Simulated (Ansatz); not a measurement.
Species: C2H2N3, charge 0, doublet. C2H2N3 (SMILES [c]1nc[nH]n1, doublet).
B3LYP-D3(BJ)/def2-TZVP minimum from Ansatz (a first-principles code):
```
N
H 1 1.0070
C 1 1.3462 2 129.69
N 3 1.3256 1 109.70 2 180.00
C 4 1.3330 3 101.72 1 0.00
N 5 1.3022 4 118.32 3 0.00
H 3 1.0780 4 126.56 5 180.00
```
Charge 0, spin multiplicity 2.

Total energies in cc-pVDZ, 25 correlated electrons, 5 frozen orbitals. Radicals and triplets start from unrestricted determinants; spin-orbit coupling is neglected. Correlated methods leave the cores frozen. No relativity. The UHF reference of C2H2N3 ([c]1nc[nH]n1, doublet) is spin-contaminated (<S^2> up to 0.16 over the pure value in the sets run).

| method | program | energy (Eh) | minus CCSDT(Q) (mEh) |
|---|---|---|---|
| HF | Ansatz | -240.16940 | 765.45 |
| MP2 | Ansatz | -240.87247 | 62.38 |
| CCSD | Ansatz | -240.89944 | 35.41 |
| CCSD(T) | Ansatz | -240.93107 | 3.78 |
| CCSDT(Q) | Ansatz | -240.93485 | 0.00 |

Rough core times of Ansatz's runs on a shared machine: CCSD(T) 30 s, CCSDT(Q) 60 min.
